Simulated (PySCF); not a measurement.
Molecule: bicarbonate, CHO₃ (charge -1, singlet). It need not be the lowest isomer of its formula. 
Coordinates optimised at B3LYP-D3(BJ)/def2-TZVP (Ansatz):
```
C
O 1 1.2323
O 1 1.2486 2 132.63
O 1 1.4499 2 114.04 3 180.00
H 4 0.9647 1 101.83 2 180.00
```
Charge -1, spin multiplicity 1.

Dispersion corrections to the total energy (kcal/mol) from the dftd3 and dftd4 libraries through PySCF: D3(BJ) without and D4 with the three-body term, each with the damping fitted for the functional named.

```csv
functional,D3(BJ),D4
BLYP,-2.92,-4.07
TPSS,-1.68,-2.36
PW6B95,-0.58,-1.55
TPSSh,-1.51,?
BP86,-2.01,-2.17
r2SCAN,?,-0.40
PBE,-1.38,?
```

### Question
What belongs in the gaps?

### Answer

- TPSSh, D4: -2.13
- r2SCAN, D3(BJ): -0.34
- PBE, D4: -1.73
